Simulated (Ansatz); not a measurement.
Basis-set series for B$_{2}$FH$_{2}$NO (`OB1NB1F`). Charge 0, multiplicity 1. The structure was optimised at the PBE0-D4/def2-TZVP level. It is one conformer, not always the lowest.

| functional | basis | functions | energy (Eh) | HOMO (eV) | LUMO (eV) |
| --- | --- | --- | --- | --- | --- |
| PBE0-D4 | def2-SVP | 80 | -280.32990 | -7.14 | 0.52 |
| PBE0-D4 | def2-QZVPP | 345 | -280.67376 | -7.33 | 0.06 |
| ωB97M-V | def2-SVP | 80 | -280.54832 | -9.33 | 2.74 |
| ωB97M-V | def2-QZVPP | 345 | -280.89767 | -9.56 | 1.39 |

(1) Give the rows for def2-TZVPP. (Estimate.)

Answers

(1) Ansatz gave: 
```json
{"functional": "PBE0-D4", "basis": "def2-TZVPP", "functions": "183", "energy (Eh)": "-280.65811", "HOMO (eV)": "-7.31", "LUMO (eV)": "0.16"}
{"functional": "ωB97M-V", "basis": "def2-TZVPP", "functions": "183", "energy (Eh)": "-280.88337", "HOMO (eV)": "-9.54", "LUMO (eV)": "2.03"}
```

Positive LUMOs are unbound and depend on the basis.
